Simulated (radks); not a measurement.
Values are calculated unless marked as measured or tabulated.
The strontium ion Sr+ inside a hard spherical wall (all orbitals vanish at R), configuration held at [Kr] 5s1 and not refilled when levels cross. Code: a radial shooting solver on a logarithmic mesh with Libxc functionals. Model: scalar-relativistic Kohn-Sham, PBE, spin-polarised, spherical densities, point nucleus; open shells are filled with parallel spins first (spin-orbit coupling, left out, can overturn this in heavy ions). Eigenvalues in eV for spin up, with the zero of energy where the potential of the charges vanishes at infinity; a dash marks a level that is unbound or too diffuse for the functional's potential to be trusted. A positive occupied level is held by the wall or, in an anion where self-interaction has pushed it up, behind a barrier. The pressure on the wall is -dE/dV.

R (bohr)	E (hartree)	kinetic (hartree)	e(3d)	e(4s)	e(4p)	e(5s)	e(4d, empty)	e(5p, empty)	pressure (GPa)
free	-3179.28347	3260.333	-134.40	-47.245	-29.152	-8.677	-7.009	-5.699	0
20	-3179.28347	3260.333	-134.40	-47.245	-29.152	-8.677	-7.009	-5.699	< 0.0001
15	-3179.28347	3260.333	-134.40	-47.245	-29.152	-8.677	-7.009	-5.698	< 0.0001
8	-3179.27862	3260.372	-134.18	-47.044	-28.958	-8.456	-6.825	-5.125	0.202
7	-3179.26869	3260.431	-133.92	-46.801	-28.725	-8.081	-6.575	-4.380	0.770
6	-3179.24007	3260.568	-133.41	-46.345	-28.293	-7.110	-6.034	-2.690	3.02
2.5	-3174.85697	3276.982	-108.81	-27.259	-7.209	72.039	25.312	90.484	3140
2	-3167.05205	3301.775	-85.313	-2.449	21.522	166.70	62.208	190.37	15600
1.5	-3138.84894	3381.473	-34.432	79.843	112.56	426.96	165.03	453.58	111000
